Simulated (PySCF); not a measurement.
Electron correlation in Si⁵⁺ (silicon, charge +5)

Starting occupation: [He] 2s2 2p5, 2p1/2 with m_j = +1/2, 2p3/2 with m_j = -3/2, -1/2, +1/2, +3/2. Computed with PySCF 2.14 in an even-tempered Gaussian basis (19 s from 0.45 bohr⁻², ratio 2.4; 12 p from 0.58 bohr⁻², ratio 2.4; 5 d from 4.7 bohr⁻², ratio 2.6; 5 f from 7 bohr⁻², ratio 2.6), with X2C-1e with screened-nucleus spin-orbit coupling, Gaussian nucleus. Frozen: nothing; 9 electrons correlated; the 36 highest virtual spinors left out.

MP2 pair energies summed by pair of shells (mhartree):

```csv
pair,energy,share (%)
2p3/2-2p3/2,-87.87,30.1
2p3/2-2s1/2,-56.52,19.3
2p1/2-2p3/2,-46.49,15.9
1s1/2-1s1/2,-38.61,13.2
1s1/2-2p3/2,-21.30,7.3
2p1/2-2s1/2,-17.89,6.1
2s1/2-2s1/2,-11.10,3.8
1s1/2-2s1/2,-7.00,2.4
1s1/2-2p1/2,-5.53,1.9
```

Total MP2 correlation energy: -292.31 mhartree.
